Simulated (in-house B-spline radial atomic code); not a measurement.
The numbers below are computed, except where a source is named.
C6 from the polarisability at imaginary frequency: Ti⁴⁺

BP86 linear response of the closed shell [Ne] 3s2 3p6, from an all-electron radial atomic-structure program (B-spline basis); scalar-relativistic (spin-free one-electron X2C), finite nucleus, no spin-orbit coupling.

The dispersion coefficient of two like species is C6 = (3/π) ∫ α(iu)² du from 0 to ∞.

```tsv
u (hartree)	α(iu) (bohr³)
0	1.49
0.335	1.443
0.783	1.267
1.34	0.9896
2.24	0.6323
3.35	0.386
5.03	0.2159
7.83	0.1099
11.2	0.06306
16.8	0.03351
28	0.0148
55.9	0.004518
```

**Question.** Fit one oscillator, α(iu) = α(0)/(1 + u²/ω²), through u = 3.35 and estimate C6.

**Answer.** From α(0)/α(iu) − 1 = 1.49/0.386 − 1 = 2.8601, ω = u/√2.8601 = 1.9809 hartree (53.9 eV). London's formula gives C6 = (3/4) α(0)² ω = 0.75 × 1.49² × 1.9809 = 3.298 hartree·bohr⁶, and the oscillator holds f = α(0) ω² = 5.85 electrons, of a sum of oscillator strengths of 17.9.

**Question.** How does that compare with the full integral?

**Answer.** The program's quadrature over all excitations gives C6 = 3.238, so the single oscillator is off by +1.9 %. At the last point the fit gives α = 0.00187 against 0.00452: higher excitations, and deeper shells where there are any, keep the true curve higher at large u.
